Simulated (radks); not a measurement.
The numbers below are computed, except where a source is named.
Question: The mean radii <r> (bohr) of the occupied orbitals of an atom or ion are listed with their occupations. Code: a radial shooting solver on a logarithmic mesh with Libxc functionals. Model: scalar-relativistic Kohn-Sham, LDA (Slater exchange, Perdew-Wang correlation), spin-unpolarised, spherical densities, point nucleus.

orbital  occ.      <r>
1s          2  0.02365
2s          2   0.1010
2p          6  0.08883
3s          2   0.2667
3p          6   0.2647
3d         10   0.2418
4s          2   0.6077
4p          6   0.6436
4d         10   0.7077
5s          2    1.470
5p          6    1.720
4f          4    1.096
6p          1    4.970

Name the element and its charge.

Answer: Z = 60, neodymium, charge +1: Nd+ in [Xe] 4f4 6p1. The 1s radius gives Z: for a bare nucleus <r> = (2 gamma + 1)/(2Z) with gamma = sqrt(1 - (Z/c)^2), 0.02332 bohr for Z = 60, and screening makes it slightly larger (0.02365 here). The occupations add up to 59, and the charge is Z minus that.
